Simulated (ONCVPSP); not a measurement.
**Transferability test, ONCV potential for Al (Z = 13)**

| Item | Value |
| --- | --- |
| Element | Al (Z = 13) |
| Generator | ONCVPSP 4.0.1 |
| Type | optimised norm-conserving Vanderbilt (ONCV) |
| Functional | PBE |
| Relativity | non-relativistic |
| Frozen core | [Ne] |
| Valence charge | 3 |
| Reference configuration | 3s1.75 3p1.25 |
| Partial waves | 3s: rc 2.20 bohr, ncon 5, nbas 10, qcut 2.7 1/bohr, 1 projector; 3p: rc 2.20 bohr, ncon 4, nbas 8, qcut 3.1 1/bohr, local |
| Local potential | the p channel |
| Core correction | none |

Energies are relative to the spin-unpolarised reference configuration 3s1.75 3p1.25; without spin polarisation the order of configurations can differ from experiment.

| valence configuration | charge | ΔE all-electron (eV) | error AE − PS (meV) |
| --- | --- | --- | --- |
| 3s2 3p1 | 0 | -1.259 | +0.3 |
| 3s1 3p0 | +2 | 23.704 | +13 |

Problem. What are ΔE and the potential's error for 3s0 3p3?

Solution. ΔE = 9.124 eV all-electron; the error (AE − PS) is +28 meV.

Problem. What are ΔE and the potential's error for 3s2 3p0?

Solution. ΔE = 4.512 eV all-electron; the error (AE − PS) is -1.7 meV.
